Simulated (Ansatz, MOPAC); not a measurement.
System: BNH$_{3}$Cl$_{2}$, charge 1, multiplicity 1. SMILES: ClB(Cl)[NH3+]

Atoms: N1, B2, Cl3, Cl4, H5, H6, H7. Bonds: N1-B2, N1-H5, N1-H6, N1-H7, B2-Cl3, B2-Cl4.

Bond lengths (Å) and angles (degrees) optimised at PM3 with MOPAC; PM6 with MOPAC; HF/3-21G with Ansatz (a quantum-chemistry and plane-wave program); PBE/6-31G* with Ansatz; B3LYP/6-31G* with Ansatz; MP2/6-31G* with Ansatz, each started from the B3LYP-D3(BJ)/def2-TZVP structure (Ansatz) of the last column. A row stands for all coordinates that are equal there; 10 of 14 kinds are shown. 6-31G* holds six Cartesian d functions. No wavenumbers were computed at PBE/6-31G*, MP2/6-31G*, so these may be saddle points.

| coordinate | PM3 | PM6 | HF/3-21G | PBE/6-31G* | B3LYP/6-31G* | MP2/6-31G* | B3LYP-D3(BJ)/def2-TZVP |
|---|---|---|---|---|---|---|---|
| N1-B2 | 1.643 | 1.581 | 1.572 | 1.587 | 1.580 | 1.577 | 1.570 |
| N1-H5 | 1.002 | 1.037 | 1.023 | 1.036 | 1.029 | 1.030 | 1.024 |
| N1-H6 | 1.002 | 1.038 | 1.026 | 1.038 | 1.031 | 1.032 | 1.026 |
| B2-Cl3 | 1.601 | 1.690 | 1.733 | 1.712 | 1.710 | 1.696 | 1.704 |
| B2-Cl4 | 1.602 | 1.693 | 1.736 | 1.713 | 1.711 | 1.698 | 1.705 |
| N1-B2-Cl3 | 115.3 | 116.6 | 116.8 | 116.5 | 116.5 | 116.6 | 116.4 |
| N1-B2-Cl4 | 115.5 | 115.7 | 115.8 | 115.6 | 115.6 | 115.5 | 115.5 |
| Cl3-B2-Cl4 | 129.2 | 127.6 | 127.4 | 127.9 | 127.9 | 127.8 | 128.1 |
| B2-N1-H5 | 111.3 | 112.8 | 112.4 | 112.8 | 112.9 | 113.0 | 112.6 |
| B2-N1-H6 | 109.9 | 110.9 | 110.8 | 111.1 | 111.1 | 111.0 | 110.8 |

Mean signed difference of all 6 bond lengths from B3LYP-D3(BJ)/def2-TZVP: PM3 -0.034 Å, PM6 0.004 Å, HF/3-21G 0.010 Å, PBE/6-31G* 0.011 Å, B3LYP/6-31G* 0.006 Å, MP2/6-31G* 0.002 Å.
